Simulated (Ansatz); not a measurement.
`C[Si](O)(F)[SiH3]` → `FCO[SiH2][SiH3]`  (isomerisation)

Gas-phase electronic energies from Ansatz, PBE0-D4/def2-TZVP geometries. CCSD(T)/CBS is the MP2 limit (def2-TZVPP, def2-QZVPP) plus CCSD(T) − MP2 in def2-TZVPP, frozen cores. One conformer a species, not always the lowest.

```csv
species,CCSD(T)/CBS(def2) energy (Eh)
`C[Si](O)(F)[SiH3]`,-795.51911
`FCO[SiH2][SiH3]`,-795.40115
```

Q: Work out ΔE.

A: ΔE = (-795.40115) − (-795.51911) = 0.11796 Eh = +309.7 kJ/mol.

Largest T1 diagnostic among the species: 0.013.

From PBE to PBE0 (25 % exact exchange), in def2-TZVPP and without D4, ΔE moves by +6.8 kJ/mol. In def2-TZVPP, CCSD(T) changes the Hartree–Fock value by +10.6 kJ/mol (the triples alone add −0.8 kJ/mol) and MP2 by +25.8 kJ/mol.
